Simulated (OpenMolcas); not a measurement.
**Pb⁺: effect of correlating more closed shells**

| Property | Result |
| --- | --- |
| Program | OpenMolcas 26.06 |
| Basis | ANO-R2 [8s7p5d3f1g] |
| Scalar Hamiltonian | X2C, finite nucleus |
| Active space | 3 electrons in 9 orbitals (RAS2 6s 6p; RAS3 6d, at most 2 electrons) |
| State averaging | 2S+1 = 4 odd, 2 roots (0 in the spin-orbit step); 2S+1 = 2 odd, 3 roots; 2S+1 = 4 even, 3 roots; 2S+1 = 2 even, 6 roots |
| Spin-orbit coupling | RASSI with atomic mean-field integrals over the reference wave functions, term energies averaged over their components |

Methods on the same reference wave functions:
A. RASSCF
B. SS-RASPT2, IPEA 0.25 Eh, imaginary shift 0.1 Eh (closed shells correlated: none)
C. SS-RASPT2, IPEA 0.25 Eh, imaginary shift 0.1 Eh (closed shells correlated: 5d)

Energies in cm⁻¹ above 6s² 6p ²P°_1/2, the measured ground level; measured values from NIST Handbook of Basic Atomic Spectroscopic Data.

```
               Level      A      B      C  Measured
      6s² 6p ²P°_1/2    0.0    0.0    0.0       0.0
      6s² 6p ²P°_3/2  12478  12480  12480     14081
       6s 6p² ⁴P_1/2  52799  54110  60100     57910
       6s 6p² ⁴P_3/2  58922  60350  66490     66125
6s 6p² ⁴P_5/2 [75 %]  64188  65430  71230
```

Deviations, from unrounded energies. A percentage is the sum of absolute deviations over the sum of measured energies, with the sign that they share, or ± where signs differ.

| Against measurement | Levels | A | B | C |
| --- | --- | --- | --- | --- |
| mean absolute deviation (cm-1) | 3 | 4600 | 3700 | 1400 |
| fine structure of the ground term (%) | 1 | -11.4 | -11.4 | -11.4 |
| other configurations (%) | 2 | -9.9 | -7.7 | +2.1 |

C lies closest to measurement on these levels and A furthest from it. The largest miss of C in the table is 6s 6p² ⁴P_1/2, by +2200 cm-1. The ranking rests on the paired levels alone, and a cruder setting can come out closer through cancelling errors.

Between B and C the level of the table that moves most is 6s 6p² ⁴P_3/2, by 6100 cm-1 (lowest in B, highest in C). Moves below CASPT2's spread within the term are not significant.

The lowest spin-free term lies below A's lowest term by 0.009 hartree in B, 0.412 hartree in C.

What an inner shell adds also hangs on whether the basis holds functions to correlate it.

Term energies are means over components that CASPT2 splits; among the terms shown or strongly mixed into the levels shown the widest spread is 29 cm-1 (6s 6p² ²D, C). Some high roots are left out of the spin-orbit mixing, which shifts the levels that they would mix with. Configurations are named by rounded mean occupations; where the s occupation lies near a half they are strongly mixed, a name can repeat and a true partner stay unpaired. Active for correlation alone: 6d; no level in the range computed is led by a configuration that fills it, so any true level of that kind is missing. Spin-orbit splittings of 6p shells tend to come out small when the coupling is added on scalar orbitals. Some terms mix strongly with configurations of 6d, whose occupation reaches 0.39 (6s 6p² ²D). Measured partners are found by configuration, term and J. A level has none where our copy of the source lacks it or the pairing is in doubt (some pairs that miss far off the trend of their configuration count as doubtful), and it then counts in no deviation. Only configurations of the active space appear. Levels that lie high or do not pair safely by name in every column are left out.

A share in square brackets marks a mixed level and gives the weight of the term that names it, the lowest over the columns. ° marks odd parity.
